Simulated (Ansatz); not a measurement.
## A rate constant, worked out

An elementary step of AlH₃OF₂, closed shell (AlHF₂ ([F][AlH][F]) + H₂O → AlHOF₂ ([OH][Al]([F])[F]) + H₂; Al–H, H–O broken or loosened, Al–O, H–H formed or tightened). The start structure is the complex of the reactants, bound by 1.10 eV, and the electronic barrier above it is 0.921 eV by CCSD(T) at an estimated basis limit (MP2 extrapolated from triple and quadruple zeta, plus CCSD(T) − MP2 in triple zeta). Ansatz 0.2.0; basis: def2-TZVPP and def2-QZVPP; cores frozen in the correlated methods. Extrapolation: Hartree–Fock as exp(−7.88 √X), correlation as X^−2.97. Harmonic wavenumbers at PBE0-D4/def2-TZVP (Ansatz 0.2.0), in cm⁻¹:

Start: 126, 162, 210, 261, 410, 439, 571, 671, 686, 763, 882, 1620, 1958, 3795, 3898.

Saddle: 1217i, 178, 229, 319, 364, 522, 670, 737, 810, 935, 1089, 1375, 1731, 1976, 3873.

**Question.** Work out the transition-state-theory rate constant at 700 K from these numbers alone (harmonic vibrations; rotation, path degeneracy and anharmonicity left out), and the Wigner tunnelling factor. Use 1 cm⁻¹ = 1.2398 × 10⁻⁴ eV and k_B = 8.617 × 10⁻⁵ eV/K.

**Answer.** Zero-point energies, half the sums: start 16452/2 cm⁻¹ = 1.0199 eV; saddle, real modes only, 14808/2 cm⁻¹ = 0.9180 eV.
Barrier with zero-point energy: 0.921 + 0.9180 − 1.0199 = 0.8191 eV.
k_BT = 0.06032 eV, so the barrier is 13.58 k_BT.
Vibrational partition functions from the zero-point level, ln q = −Σ ln(1 − exp(−hν/k_BT)): start 7.157, saddle 5.082.
k = (k_BT/h) exp(ln q‡ − ln q) exp(−E0/k_BT), with log₁₀(k_BT/h in s⁻¹) = 13.16: log₁₀ k = 13.16 + (-2.075 − 13.58)/2.3026 = 6.36, so k ≈ 2 × 10^(6) s⁻¹.
Wigner factor: 1 + (hν‡/k_BT)²/24 = 1 + (2.50)²/24 = 1.26. A change of 1 kcal/mol (0.043 eV) in the barrier would change k by a factor of 2.1 at this temperature.

The T1 diagnostic stays at or below 0.013.

The step is the kind of ligand exchange by which a precursor binds to a hydroxyl group, or is hydrolysed, in atomic layer deposition of oxides.

Labels in which every atom is bracketed show which atoms are joined, not bond orders.

For scale, one of the runs: CCSD(T)/def2-TZVPP, 177 basis functions (an equivalent command: `ansatz run in.yaml --threads 2`). Time: 55 s of wall clock on 2 CPU threads; the host was shared. Peak host memory: 1.7 GiB.
